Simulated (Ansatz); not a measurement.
`O[SiH2]C(F)Cl` and `FC(Cl)C[SiH3]` differ in one atom or group.

Ansatz, PBE0-D4/def2-TZVP geometries, multiplicity 1. Each molecule was computed in one conformer, which needn't be the lowest.

| property | `O[SiH2]C(F)Cl` |
| --- | --- |
| size of the dipole moment (B3LYP/def2-TZVPP) / D | 0.98 |
| HOMO–LUMO gap (PBE/def2-TZVPP) / eV | 5.79 |
| LUMO energy (PBE/def2-TZVPP) / eV | -1.09 |
| HOMO–LUMO gap (ωB97M-V/def2-TZVPP) / eV | 12.18 |
| LUMO energy (B3LYP/def2-TZVPP) / eV | -0.40 |
| LUMO energy (PBE0/def2-TZVPP) / eV | -0.15 |

Problem. What does the change do to each property? (An estimate is asked.)

Solution. Computed: 
```
                                        property  `FC(Cl)C[SiH3]`  shift
size of the dipole moment (B3LYP/def2-TZVPP) / D             1.90   0.92
             HOMO–LUMO gap (PBE/def2-TZVPP) / eV             6.57   0.78
               LUMO energy (PBE/def2-TZVPP) / eV            -0.67   0.42
         HOMO–LUMO gap (ωB97M-V/def2-TZVPP) / eV            12.91   0.73
             LUMO energy (B3LYP/def2-TZVPP) / eV             0.09   0.49
              LUMO energy (PBE0/def2-TZVPP) / eV             0.36   0.51
```

With PBE0 the HOMO falls by 0.34 eV and the LUMO rises by 0.51 eV, so the gap widens by about 0.85 eV. PBE moves the HOMO by -0.37 eV and ωB97M-V by -0.34 eV. Dipoles are sizes alone; their direction can turn.

B3LYP here is the variant with VWN-RPA as its local correlation; programs differ in this.
